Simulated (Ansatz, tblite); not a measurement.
Removing an electron: KBr₂⁻. Charge -1, multiplicity 1. Geometry: PBE0-D4/def2-TZVPD. Ansatz, gas phase; energy differences of separate SCF runs; the oxidised species was run as a doublet alone.

```
atom    x (Å)    y (Å)    z (Å)
  K1  -0.0034  -0.0022  -0.0026
 Br2   1.8317   0.6197  -2.3216
 Br3  -1.8283  -0.6174   2.3242
```

The xTB rows come from tblite. HOMO above LUMO, or a gap near zero within one spin, warns that the state may not be the lowest or that an electron is smeared out. The structure comes from a short search, and lower isomers may exist.

```json
{"level": "GFN1-xTB", "−HOMO (eV)": "5.90", "vertical IE (eV)": "8.19", "−LUMO (eV)": "1.12", "HOMO–LUMO gap (eV)": "4.79", "remarks": "–"}
{"level": "GFN2-xTB", "−HOMO (eV)": "5.74", "vertical IE (eV)": "8.34", "−LUMO (eV)": "2.20", "HOMO–LUMO gap (eV)": "3.54", "remarks": "–"}
{"level": "r2SCAN-D4/def2-TZVPD", "−HOMO (eV)": "1.99", "vertical IE (eV)": "4.35", "−LUMO (eV)": "-2.43", "HOMO–LUMO gap (eV)": "4.42", "remarks": "gap within one spin near zero (doublet)"}
```

(1) Estimate the rows for PBE-D4/def2-TZVPD, PBE0-D4/def2-TZVPD.

Answers

(1) 
| level | −HOMO (eV) | vertical IE (eV) | −LUMO (eV) | HOMO–LUMO gap (eV) | remarks |
| --- | --- | --- | --- | --- | --- |
| PBE-D4/def2-TZVPD | 1.74 | 4.16 | -1.91 | 3.65 | gap within one spin near zero (doublet) |
| PBE0-D4/def2-TZVPD | 2.91 | 4.59 | -2.34 | 5.25 | – |

  Raw xTB energy differences between charge states are shifted by several eV; the methods need an empirical correction for them.
